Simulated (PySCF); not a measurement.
GeTe, SMILES [Ge]=[Te] (connectivity only; charge and spin as stated), neutral, multiplicity 1.

Geometry: PBE0-D3(BJ)/def2-TZVP. The def2 effective core potentials stand for the cores of Te; spin–orbit coupling is left out.

Calculation: PBE/def2-TZVPD in PySCF.

The molecule is in vacuum.

```yaml
total_energy: -2344.74932 hartree
point_group: C∞v
highest_occupied_level: -6.21 eV
lowest_empty_level: -3.28 eV
orbital_gap: 2.93 eV
dipole_moment: 0.211 e·Å
quadrupole, principal values (traceless, Buckingham form, about the centre of nuclear charge): -0.74, -0.74, 1.48 D·Å
mean_static_polarisability: 79.3 bohr³ (11.75 Å³)
polarisability_principal_values: 61.9, 61.9, 114.1 bohr³
```
